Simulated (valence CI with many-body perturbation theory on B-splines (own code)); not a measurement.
## E1 line list for Cl2+

Method: configuration interaction combined with many-body perturbation theory (CI+MBPT): five valence electrons over a frozen Dirac-Fock core [Ne], a basis of 9 s, 9 p, 8 d, 6 f, 3 g, 1 h functions for each j, with the one-electron correlation potential Σ1 (screened to all orders), the two-electron term Σ2, the three-electron term Σ3, Breit, model QED; selected single and double excitations, second order for the rest, scaled by the run's own slope (own B-spline code, finite nucleus).

Set against measurement, 24 paired levels are off by 102 cm⁻¹ on average, the worst by 236. These come from a selection out of Moore, Atomic Energy Levels, vol. I, NSRDS-NBS 35 (1971 reprint of NBS Circular 467, 1949), an old analysis. Levels without a partner in it may be off by more. Among the levels kept, up to 1500 cm⁻¹ of a level comes from second order outside the variational space, and about a tenth of that is noise between levels of different J, which matters for small intervals.

Lines 151 to 200 of 269 in falling wavelength, among levels below 25.656 eV, chosen from the strongest by gf and those to the six lowest levels. Wavelengths and rates use the calculated energies, so an error of 100 cm⁻¹ moves a line at 69.68 nm by 0.07 % and its rate by three times that or more. Electric multipoles are in the length gauge, E1 and E2 with the static RPA response of the core. Weak lines are less certain than strong ones. Lines between different terms over intervals too small for the method are left out, as are lines whose strength nearly cancels. Where a level lies close to another of its J and parity, the split of strength between their lines is uncertain.

Names give the largest LS component (configuration and term), which can be under half, so a name can repeat, a term be missing and a line seem to break the LS rules; names also repeat where a configuration has a term twice. Letters in brackets count levels of one name in rising energy.

| λ vac (nm) | λ from measured levels | Upper | Lower | A (s⁻¹) | S (a.u.) with core polarisation | S without |
| --- | --- | --- | --- | --- | --- | --- |
| 77.79 |  | 3s²3p²3d ⁴F_5/2 | 3s²3p³ ²D°_3/2 | 2.57e+05 | 3.58e-04 | 3.61e-04 |
| 77.65 |  | 3s²3p²3d ⁴F_7/2 | 3s²3p³ ²D°_5/2 | 5.31e+05 | 9.81e-04 | 9.93e-04 |
| 76.05 |  | 3s3p⁴ ²S_1/2 | 3s²3p³ ²D°_3/2 | 3.95e+06 | 1.71e-03 | 1.78e-03 |
| 74.85 |  | 3s²3p²3d ⁴D_5/2 | 3s²3p³ ²D°_5/2 | 2.75e+04 | 3.41e-05 | 3.35e-05 |
| 74.82 |  | 3s²3p²3d ⁴D_1/2 | 3s²3p³ ²D°_3/2 | 1.58e+06 | 6.54e-04 | 6.78e-04 |
| 74.81 |  | 3s²3p²3d ⁴D_3/2 | 3s²3p³ ²D°_5/2 | 1.07e+06 | 8.86e-04 | 9.16e-04 |
| 74.81 |  | 3s²3p²3d ⁴D_5/2 | 3s²3p³ ²D°_3/2 | 3.72e+06 | 4.61e-03 | 4.62e-03 |
| 74.80 |  | 3s²3p²3d ⁴D_7/2 | 3s²3p³ ²D°_5/2 | 6.71e+05 | 1.11e-03 | 1.10e-03 |
| 74.78 |  | 3s²3p²3d ⁴D_3/2 | 3s²3p³ ²D°_3/2 | 7.65e+04 | 6.31e-05 | 6.31e-05 |
| 74.57 |  | 3s²3p²3d ²F_5/2 [a] | 3s²3p³ ²D°_5/2 | 2.18e+06 | 2.67e-03 | 2.71e-03 |
| 74.54 |  | 3s²3p²3d ²F_5/2 [a] | 3s²3p³ ²D°_3/2 | 6.15e+06 | 7.54e-03 | 7.55e-03 |
| 74.17 |  | 3s²3p²3d ²F_7/2 [a] | 3s²3p³ ²D°_5/2 | 5.60e+06 | 9.02e-03 | 9.02e-03 |
| 73.02 |  | 3s²3p²3d ²P_3/2 [a] | 3s²3p³ ⁴S°_3/2 | 4.51e+04 | 3.47e-05 | 3.62e-05 |
| 69.68 | 69.53 | 3s²3p²4s ⁴P_1/2 | 3s²3p³ ²P°_3/2 | 1.09e+06 | 3.64e-04 | 3.56e-04 |
| 69.63 | 69.48 | 3s²3p²4s ⁴P_1/2 | 3s²3p³ ²P°_1/2 | 8.13e+04 | 2.71e-05 | 2.54e-05 |
| 69.50 | 69.35 | 3s²3p²4s ⁴P_3/2 | 3s²3p³ ²P°_3/2 | 9.09e+05 | 6.02e-04 | 5.80e-04 |
| 69.45 | 69.31 | 3s²3p²4s ⁴P_3/2 | 3s²3p³ ²P°_1/2 | 3.11e+05 | 2.06e-04 | 2.01e-04 |
| 69.24 | 69.11 | 3s²3p²4s ⁴P_5/2 | 3s²3p³ ²P°_3/2 | 9.92e+04 | 9.75e-05 | 9.96e-05 |
| 68.25 |  | 3s²3p²3d ⁴F_3/2 | 3s²3p³ ⁴S°_3/2 | 6.16e+03 | 3.86e-06 | 3.95e-06 |
| 68.14 |  | 3s²3p²3d ⁴F_5/2 | 3s²3p³ ⁴S°_3/2 | 1.55e+04 | 1.45e-05 | 1.48e-05 |
| 67.49 | 67.36 | 3s²3p²4s ²P_1/2 | 3s²3p³ ²P°_3/2 | 2.34e+08 | 7.09e-02 | 6.86e-02 |
| 67.44 | 67.31 | 3s²3p²4s ²P_1/2 | 3s²3p³ ²P°_1/2 | 7.23e+08 | 2.19e-01 | 2.13e-01 |
| 67.16 | 67.04 | 3s²3p²4s ²P_3/2 | 3s²3p³ ²P°_3/2 | 9.43e+08 | 5.64e-01 | 5.49e-01 |
| 67.12 | 67.00 | 3s²3p²4s ²P_3/2 | 3s²3p³ ²P°_1/2 | 2.00e+08 | 1.20e-01 | 1.16e-01 |
| 66.89 |  | 3s²3p²3d ⁴P_5/2 | 3s²3p³ ²P°_3/2 | 1.09e+06 | 9.64e-04 | 9.72e-04 |
| 66.82 |  | 3s²3p²3d ⁴P_3/2 | 3s²3p³ ²P°_3/2 | 3.33e+05 | 1.96e-04 | 1.73e-04 |
| 66.80 |  | 3s3p⁴ ²S_1/2 | 3s²3p³ ⁴S°_3/2 | 4.48e+05 | 1.32e-04 | 1.37e-04 |
| 66.78 |  | 3s²3p²3d ⁴P_3/2 | 3s²3p³ ²P°_1/2 | 1.03e+06 | 6.06e-04 | 5.90e-04 |
| 66.77 |  | 3s²3p²3d ⁴P_1/2 | 3s²3p³ ²P°_3/2 | 2.31e+05 | 6.79e-05 | 7.05e-05 |
| 66.73 |  | 3s²3p²3d ⁴P_1/2 | 3s²3p³ ²P°_1/2 | 1.30e+05 | 3.82e-05 | 3.48e-05 |
| 66.32 |  | 3s²3p²3d ²G_7/2 | 3s²3p³ ²D°_5/2 | 2.98e+06 | 3.43e-03 | 3.48e-03 |
| 65.85 |  | 3s²3p²3d ⁴D_1/2 | 3s²3p³ ⁴S°_3/2 | 8.30e+05 | 2.34e-04 | 2.39e-04 |
| 65.84 |  | 3s²3p²3d ⁴D_5/2 | 3s²3p³ ⁴S°_3/2 | 2.35e+06 | 1.98e-03 | 2.02e-03 |
| 65.81 |  | 3s²3p²3d ⁴D_3/2 | 3s²3p³ ⁴S°_3/2 | 2.70e+06 | 1.52e-03 | 1.55e-03 |
| 65.67 |  | 3s²3p²3d ²D_3/2 [a] | 3s²3p³ ²P°_3/2 | 6.07e+07 | 3.39e-02 | 3.43e-02 |
| 65.63 |  | 3s²3p²3d ²F_5/2 [a] | 3s²3p³ ⁴S°_3/2 | 1.40e+06 | 1.17e-03 | 1.19e-03 |
| 65.63 |  | 3s²3p²3d ²D_3/2 [a] | 3s²3p³ ²P°_1/2 | 4.53e+08 | 2.53e-01 | 2.55e-01 |
| 65.25 |  | 3s²3p²3d ²D_5/2 [a] | 3s²3p³ ²P°_3/2 | 4.00e+08 | 3.29e-01 | 3.32e-01 |
| 64.33 | 64.23 | 3s²3p²4s ⁴P_1/2 | 3s²3p³ ²D°_3/2 | 1.45e+07 | 3.81e-03 | 3.80e-03 |
| 64.21 | 64.11 | 3s²3p²4s ⁴P_3/2 | 3s²3p³ ²D°_5/2 | 2.12e+07 | 1.11e-02 | 1.10e-02 |
| 64.18 | 64.09 | 3s²3p²4s ⁴P_3/2 | 3s²3p³ ²D°_3/2 | 4.28e+06 | 2.24e-03 | 2.22e-03 |
| 64.10 |  | 3s²3p²3d ²P_3/2 [b] | 3s²3p³ ²P°_3/2 | 2.38e+08 | 1.24e-01 | 1.27e-01 |
| 64.06 |  | 3s²3p²3d ²P_3/2 [b] | 3s²3p³ ²P°_1/2 | 7.44e+07 | 3.86e-02 | 3.93e-02 |
| 63.99 | 63.90 | 3s²3p²4s ⁴P_5/2 | 3s²3p³ ²D°_5/2 | 1.71e+06 | 1.32e-03 | 1.28e-03 |
| 63.96 | 63.87 | 3s²3p²4s ⁴P_5/2 | 3s²3p³ ²D°_3/2 | 6.52e+04 | 5.05e-05 | 4.83e-05 |
| 63.94 |  | 3s²3p²3d ²P_1/2 [b] | 3s²3p³ ²P°_3/2 | 1.85e+08 | 4.77e-02 | 4.95e-02 |
| 63.90 |  | 3s²3p²3d ²P_1/2 [b] | 3s²3p³ ²P°_1/2 | 1.35e+08 | 3.48e-02 | 3.60e-02 |
| 63.16 | 63.10 | 3s²3p²4s ²D_5/2 | 3s²3p³ ²P°_3/2 | 3.37e+08 | 2.51e-01 | 2.44e-01 |
| 63.14 | 63.08 | 3s²3p²4s ²D_3/2 | 3s²3p³ ²P°_3/2 | 2.27e+08 | 1.13e-01 | 1.11e-01 |
| 63.10 | 63.04 | 3s²3p²4s ²D_3/2 | 3s²3p³ ²P°_1/2 | 2.89e+08 | 1.43e-01 | 1.39e-01 |
